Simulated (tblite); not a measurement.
H₈LiO₄, charge +1, singlet, at a GFN2-xTB geometry (such geometries of metal compounds can be far from the true shape); GFN1-xTB with ALPB(water) (tblite).

Input for tblite:
```
$ tblite run mol.xyz --method gfn1 --charge 1 --spin 0 --alpb water --json tblite.json --no-restart

# file mol.xyz
13

Li    -0.00000000    -0.00000000     0.00000000
O      1.56474128    -0.33763891    -0.97885944
H      1.81743891     0.06481306    -1.81266588
H      2.29587622    -0.91209539    -0.74108161
O      0.45257509     0.32010193     1.79256566
H      1.15256609     0.88211730     2.13204786
H      0.05001919    -0.08104729     2.56592516
O     -0.87446830     1.50184443    -0.70735395
H     -1.37706481     1.56104858    -1.52282219
H     -0.94335988     2.36896344    -0.30187222
O     -1.14284807    -1.48430744    -0.10635227
H     -2.07137750    -1.53107049     0.13185595
H     -0.92409821    -2.35272921    -0.45138705
```

Problem. Write the output that tblite gives for this input, abridged.

Solution. 
```
xTB calculator
 | screened Coulomb repulsion
 | Coulomb electrostatics
 |  * isotropic Klopman-Ohno-Mataga-Nishimoto electrostatics
 |  * onsite third-order electrostatics
 | DFT-D3(BJ) dispersion correction
 | Interactions (3)
 | [1] alpb/gbsa reaction field model
 | [2] cds contribution to solvation
 | [3] empirical free energy shift and standard state/solvent correction

halogen bonding energy    0.0000000000000E+00 Eh
repulsion energy          1.5613379248477E-01 Eh
dispersion energy        -3.0950951798846E-03 Eh
interaction energy        2.1248150498292E-03 Eh
number of electrons       3.2000000000000E+01 e
integral cutoff           4.0000000000000E+01 bohr

------------------------------------------------------------
  cycle        total energy    energy error   density error
------------------------------------------------------------
      1     -22.99690867616  -2.3152072E+01   6.3900920E-01
      2     -23.20285333795  -2.0594466E-01   2.9265926E-01
      3     -23.23535215969  -3.2498822E-02   6.7892443E-02
      4     -23.23618201229  -8.2985260E-04   2.3673318E-02
      5     -23.23688943202  -7.0741973E-04   1.0779101E-03
      6     -23.23689080678  -1.3747534E-06   3.5246160E-04
      7     -23.23689097206  -1.6528237E-07   7.4941351E-06
------------------------------------------------------------

electronic energy        -2.3392054484412E+01 Eh
total energy             -2.3236890972057E+01 Eh

Post processing:
 | Mayer-Wiberg bond orders

[Info] JSON dump of results written to 'tblite.json'
```
